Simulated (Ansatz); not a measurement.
Consider the cleavage of the Li–Ag bond: `[Li][Ag]` + `C[Si](C)(C)O` → `[Li][O][Si](C)(C)C` + `[AgH]`.

Computed with Ansatz on PBE0-D4/def2-TZVP structures; ΔE is electronic, products minus reactants. CCSD(T)/CBS is the MP2 limit (def2-TZVPP, def2-QZVPP) plus CCSD(T) − MP2 in def2-TZVPP, frozen cores. DFT in def2-TZVPP. HSE06 is defined as in plane-wave codes. Elements past krypton have def2 core potentials. For Ag, Li outer-core shells are correlated without core-valence functions, which leaves a few kJ/mol of doubt a bond. One conformer a species, not always the lowest.

CCSD(T)/CBS gives +2.8 kJ/mol.

Another level gave +3.5 kJ/mol. Which?
A. ωB97X-V/def2-TZVPP
B. r2SCAN/def2-TZVPP
C. HSE06-D4/def2-TZVPP
D. CAM-B3LYP/def2-TZVPP

C. HSE06-D4 3.5, ωB97X-V -17.9, CAM-B3LYP -10.3, r2SCAN -2.7 kJ/mol.

Largest T1 diagnostic among the species: 0.028, so the coupled-cluster value is less sure than usual.

The D4 term adds −4.7 kJ/mol with B3LYP and −2.6 kJ/mol with PBE0; it sums over pairs of atoms, weighted by their polarisabilities, and B3LYP, whose exchange is more repulsive, gets the larger term. In def2-TZVPP, CCSD(T) changes the Hartree–Fock value by −7.2 kJ/mol (the triples alone add +0.7 kJ/mol) and MP2 by −11.4 kJ/mol.

B3LYP here is the variant with VWN-RPA as its local correlation; programs differ in this.
